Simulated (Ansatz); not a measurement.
One change: `F[SiH2][NH][GeH3]` becomes `Cl[SiH2][NH][GeH3]`.

Ansatz, PBE0-D4/def2-TZVP geometries, multiplicity 1. Each molecule was computed in one conformer, which needn't be the lowest.

Scalar relativity is left out up to krypton.

```
                                      property  `F[SiH2][NH][GeH3]`
size of the dipole moment (PBE/def2-TZVPP) / D                 1.95
         HOMO energy (ωB97M-V/def2-TZVPP) / eV               -10.22
            LUMO energy (PBE0/def2-TZVPP) / eV                 0.09
         HOMO–LUMO gap (B3LYP/def2-TZVPP) / eV                 7.49
       HOMO–LUMO gap (ωB97M-V/def2-TZVPP) / eV                11.95
         LUMO energy (ωB97M-V/def2-TZVPP) / eV                 1.73
```

**Question.** What does the change do to each property? (An estimate is asked.)

**Answer.** Ansatz gave: 
```csv
property,`Cl[SiH2][NH][GeH3]`,shift
size of the dipole moment (PBE/def2-TZVPP) / D,2.07,0.12
HOMO energy (ωB97M-V/def2-TZVPP) / eV,-10.09,0.13
LUMO energy (PBE0/def2-TZVPP) / eV,-0.02,-0.11
HOMO–LUMO gap (B3LYP/def2-TZVPP) / eV,7.31,-0.18
HOMO–LUMO gap (ωB97M-V/def2-TZVPP) / eV,11.73,-0.22
LUMO energy (ωB97M-V/def2-TZVPP) / eV,1.64,-0.09
```

With PBE0 the HOMO rises by 0.09 eV and the LUMO falls by 0.11 eV, so the gap narrows by about 0.20 eV. PBE moves the HOMO by 0.06 eV and ωB97M-V by 0.13 eV. Dipoles are sizes alone; their direction can turn.

B3LYP here is the variant with VWN-RPA as its local correlation; programs differ in this.

Positive LUMOs are unbound, so they and the gaps depend on the basis.
